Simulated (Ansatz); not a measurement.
Job for Ansatz (a program for electronic structure): R-r2SCAN/def2-TZVPPD on germylsilane (SMILES [SiH3][GeH3]) with ghost functions, monomers drawn apart or pushed together. Files ending in .json are basis or fitting sets from the Basis Set Exchange.

Ansatz 0.2 input:
```yaml
crystal:
  periodic: [false, false, false]
  atoms:
    - {symbol: Si, position_ang: [0.66080176, 1.33791132, 0.64120448]}
    - {symbol: Ge, position_ang: [-0.36327853, -0.80312333, 0.37042253]}
    - {symbol: H, position_ang: [0.10281531, 2.03573018, 1.82168199]}
    - {symbol: H, position_ang: [0.41364779, 2.16509865, -0.56402167]}
    - {symbol: H, position_ang: [2.12381500, 1.18202262, 0.82137389]}
    - {symbol: H, position_ang: [0.11555655, -1.79325123, 1.44607971]}
    - {symbol: H, position_ang: [-0.01901249, -1.39424524, -1.00953434]}
    - {symbol: H, position_ang: [-1.89585503, -0.69020458, 0.47132665]}
basis:
  gaussian:
    orbitals: def2-TZVPPD.json
    ghost_atoms:
      - {symbol: C, position_ang: [0.11425923, 0.13524988, 5.93951123]}
      - {symbol: H, position_ang: [0.06757383, -0.40355195, 6.88490938]}
      - {symbol: H, position_ang: [0.22878092, 1.20097728, 6.13131484]}
      - {symbol: H, position_ang: [0.96420602, -0.22378175, 5.36095234]}
      - {symbol: H, position_ang: [-0.80411224, -0.03572974, 5.37955811]}
hamiltonian:
  xc: {name: r2SCAN}
scf: {lower_state_search: off}
```

Program output:

```
WARN ansatz: RAYON_NUM_THREADS=1 ignored (pool sized by the plan → 1); use --threads N
Functional definition: r2SCAN
these checks for a lower state are left out or cut short: stability, starts, cluster_reference, orbital_swaps, neighbouring_geometries, increment
integrals: 0.27 GiB planned
1396 factors; their error is unknown
mean field: 1.66 GiB planned
mean field evaluation 1: about -64491.7599 eV, gradient 2.1e1 eV
mean field evaluation 2: about -64492.2338 eV, gradient 2.0e1 eV
mean field evaluation 4: about -64492.5750 eV, gradient 7.0e-1 eV
mean field evaluation 8: about -64492.5564 eV, gradient 2.8e-1 eV
mean field evaluation 16: about -64492.5565 eV, gradient 7.7e-6 eV
mean field -64492.55649920 eV, -2370.0577367207 hartree, gradient 7.8e-6 eV, S^2 0.000000; 0 other end points of the search recorded, 0 dependent functions left out
reference -64492.55651355 eV, -2370.0577372480 hartree; 26, 26 occupied and 283, 283 virtual orbitals, 1396 factors
Total energy: -64492.55651355 eV, -2370.0577372480 hartree
Checks for a lower state left out: stability, starts, cluster_reference, orbital_swaps, neighbouring_geometries, increment
```

Self-consistency was reached.

Cost: roughly 9 core-seconds.
